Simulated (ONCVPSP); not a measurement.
**What the settings do to the ONCV potential of arsenic**

Base potential:

- Element: arsenic
- Generator: ONCVPSP 4.0.1
- Type: optimised norm-conserving Vanderbilt (ONCV)
- Functional: LDA (Perdew-Zunger)
- Relativity: scalar-relativistic
- Frozen core: [Ar]
- Valence charge: 15
- Reference configuration: 3d10 4s1.5 4p3.5
- Partial waves: 4s: rc 1.40 bohr, ncon 4, nbas 7, qcut 4.8 1/bohr, 2 projectors, debl 1.3 Ha; 4p: rc 1.55 bohr, ncon 4, nbas 7, qcut 5.7 1/bohr, 2 projectors, debl 2.3 Ha; 3d: rc 0.80 bohr, ncon 4, nbas 8, qcut 15.5 1/bohr, 2 projectors, debl 1.7 Ha
- Local potential: polynomial inside 0.60 bohr (lpopt 5, dvloc0 0 Ha)
- Core correction: none

All-electron outer shells of the reference configuration (LDA (Perdew-Zunger), scalar-relativistic, ld1.x):

| shell | level (eV) | outermost node (bohr) | outermost maximum (bohr) |
| --- | --- | --- | --- |
| 3s | -190.35 | 0.25 | 0.52 |
| 3p | -134.26 | 0.22 | 0.52 |
| 3d | -41.72 | – | 0.47 |
| 4s | -15.16 | 0.73 | 1.59 |
| 4p | -5.67 | 0.78 | 1.95 |

Cutoffs, loose and tight: the cutoffs (Ha) at which the residual kinetic energy of the hardest occupied pseudo-wave falls to 1 and 0.1 mHa per electron. They do not see the model core or the augmentation charge, which bear on the density cutoff. Test errors are all-electron minus pseudo excitation energies from the reference, over the configurations 3d10 4s2 4p3; 3d10 4s2 4p2; 3d10 4s2 4p1; 3d10 4s2 4p2.5. A dash means not determined; rows that change the core or the reference have their own tests. The largest error is taken over the tests solved by every variant that gives reliable tests at all: 3d10 4s2 4p2; 3d10 4s2 4p2.5; 3d10 4s2 4p3.

A true bound ghost makes a file unfit for plane-wave use even where its test errors are small: the radial tests pick states by their node count and pass the ghost by.

| change | outcome | cutoff, loose | cutoff, tight | bound ghosts | GHOST(+) flags above zero | largest test error (meV) |
| --- | --- | --- | --- | --- | --- | --- |
| base | generated | 159 Ha | 366 Ha | s | s, p | +0.4 |
| p: qcut 3.3 | generated | 159 Ha | 366 Ha | s | s, p | +0.4 |
| p: qcut 4.3 | generated | 159 Ha | 366 Ha | s | s, p | +0.4 |
| p: qcut 5 | generated | 159 Ha | 366 Ha | s | s, p | +0.4 |
| p: qcut 5.5 | generated | 159 Ha | 366 Ha | s | s, p | +0.4 |
| p: qcut 6.4 | generated | 159 Ha | 366 Ha | s | s, p | -0.5 |
| p: qcut 6.8 | generated | 159 Ha | 366 Ha | s, p | s | -1.1 |
| p: qcut 7.9 | generated | 159 Ha | 366 Ha | s, p | s | -1.0 |
| p: qcut 8.4 | generated | 159 Ha | 366 Ha | s, p | s | -0.9 |

Reading the sweep of the qcut of the p channel (base included, trends over the rows without a ghost): Bound ghosts are found at 3.3, 4.3, 5, 5.5, 5.7, 6.4, 6.8, 7.9, 8.4 1/bohr. Every judged row has one, so this setting neither creates nor removes them.
